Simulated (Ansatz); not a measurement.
Stepwise reaction of `[SH][Al]([Br])[Br]` with hydrogen fluoride, as a gas-phase model of exchange steps in deposition or etching. ΔE in kJ/mol.

Program: Ansatz. Geometries: PBE0-D4/def2-TZVP. ΔE: electronic, gas phase. CBS: MP2 limit from def2 TZ/QZ plus the TZ coupled-cluster correction, frozen cores. This one scheme is used for every species. Functionals use def2-TZVPP. B3LYP here is the variant with VWN-RPA as its local correlation; programs differ in this. For Br outer-core shells are correlated without core-valence functions, which leaves a few kJ/mol of doubt a bond. Scalar relativity is left out up to krypton. Each species was taken in one conformer, which may not be the lowest.

| step | reaction | PBE-D4 | B3LYP-D4 | ωB97M-V | CCSD(T)/CBS |
| --- | --- | --- | --- | --- | --- |
| 1 | `[SH][Al]([Br])[Br]` + H–F → `[F][Al]([SH])[Br]` + HBr | -16.8 | -24.4 | -21.7 | -16.2 |
| 2 | `[F][Al]([SH])[Br]` + H–F → `[F][Al]([F])[SH]` + HBr | -17.6 | -25.4 | -21.9 | -17.9 |

(1) By hand: ΔE of the 2 steps together at CCSD(T)/CBS.

Results:

(1) (-16.2) + (-17.9) = -34.1 kJ/mol, or -17.0 kJ/mol a step.

In ΔE the steps differ by no more than 1.7 kJ/mol. All are downhill at CCSD(T)/CBS. PBE-D4 differs from CCSD(T)/CBS by -0.6 to 0.3 kJ/mol a step. Isolated molecules leave out the surface, adducts and barriers. Largest T1 diagnostic: 0.012.
